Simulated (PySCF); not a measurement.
Spectrum to structure. Computed with TDDFT PBE0/def2-SVPD, vertical, gas phase, core orbitals frozen in the response in PySCF 2.14.0, density-fitted response routines. Geometries: GFN2-xTB, one conformer each.

| state | E (eV) | f | main configurations (H = HOMO, L = LUMO) |
| --- | --- | --- | --- |
| S1 | 6.47 | 0.024 | H→L (73%), H→L+1 (19%) |
| S2 | 7.00 | 0.086 | H→L+1 (51%), H→L+3 (16%), H→L+2 (15%) |
| S3 | 7.09 | 0.046 | H→L+2 (70%), H→L+3 (10%), H→L (10%) |
| S4 | 7.31 | 0.0076 | H→L+4 (76%), H→L+3 (14%) |
| S5 | 7.40 | 0.091 | H→L+3 (54%), H→L+4 (19%), H→L+1 (12%) |
| S6 | 7.67 | 0.026 | H→L+5 (78%) |

Question: Which structure fits? All have the formula C7H11F.
A. `C=C[C@@H]1[C@H](C)C[C@H]1F`
B. `C(F)C[C@@H]1C2(C1)CC2`
C. `C[C@@H]1CC=C(F)CC1`
D. `C=C1CCC[C@H](F)C1`

Answer: C. Its S1, at 6.47 eV, is the lowest among the candidates; the nearest of the others has S1 at 6.83 eV. S1 is HOMO→LUMO (73%), HOMO→LUMO+1 (19%). Löwdin shares by element: HOMO carbon 70% or more, fluorine 12% (atoms not listed hold the other 18%); LUMO carbon 43% or more, hydrogen 7% or more (atoms not listed hold the other 50%). At the same level the other candidates give, for their lowest levels:
- `C=C1CCC[C@H](F)C1`: 6.83 eV (f 0.190); 7.11 eV (f 0.146); 7.62 eV (f 0.007); 7.66 eV (f 0.007); 7.77 eV (f 0.059); T1 4.39 eV; HOMO -7.33, LUMO 0.11 eV
- `C=C[C@@H]1[C@H](C)C[C@H]1F`: 7.01 eV (f 0.273); 7.21 eV (f 0.040); 7.32 eV (f 0.001); 7.35 eV (f 0.052); 7.67 eV (f 0.069); T1 4.37 eV; HOMO -7.48, LUMO 0.08 eV
- `FCC[C@H]1CC12CC2`: 7.60 eV (f 0.011); 7.86 eV (f 0.012); 7.91 eV (f 0.031); 8.02 eV (f 0.006); 8.05 eV (f 0.020); T1 7.46 eV; HOMO -7.88, LUMO 0.82 eV
Triplets come from the Tamm–Dancoff approximation.

Without π bonds the low states may be Rydberg-like; a valence basis with one diffuse set may place them up to an eV too high.
